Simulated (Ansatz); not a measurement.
Ansatz (a program for electronic structure) input (PBE/pcseg-3): A basis named .json is the Basis Set Exchange file of that set (core-valence sets with the plain set on hydrogen).

Ansatz 0.2 input:
```yaml
crystal:
  periodic: [false, false, false]
  atoms:
    - {symbol: Ge, position_ang: [-0.03010674, -0.04440254, -0.05546388]}
    - {symbol: H, position_ang: [0.64973470, -0.63247593, 1.29875633]}
    - {symbol: H, position_ang: [-0.88408644, 1.06107216, 0.77554240]}
    - {symbol: H, position_ang: [1.19776738, 0.99228490, -0.29945444]}
basis:
  gaussian:
    orbitals: pcseg-3.json
hamiltonian:
  xc: {name: PBE}
total_charge: -1
magnetization: {spin_polarized: false}
```

Output:

```
Functional definition: PBE
integrals: 0.05 GiB planned
657 factors; their error is unknown
mean field: 0.50 GiB planned
mean field evaluation 1: about -56558.7762 eV, gradient 3.4e1 eV
mean field evaluation 2: about -56558.0787 eV, gradient 4.5e1 eV
mean field evaluation 4: about -56559.8950 eV, gradient 8.4e-1 eV
mean field evaluation 8: about -56559.8845 eV, gradient 1.4e-1 eV
mean field evaluation 16: about -56559.8846 eV, gradient 1.2e-5 eV
mean field -56559.88455884 eV, -2078.5374198706 hartree, gradient 1.2e-5 eV, S^2 0.000000; 0 other end points of the search recorded, 0 dependent functions left out
reference -56559.88459627 eV, -2078.5374212461 hartree; 18, 18 occupied and 149, 149 virtual orbitals, 657 factors
Total energy: -56559.88459627 eV, -2078.5374212461 hartree
```
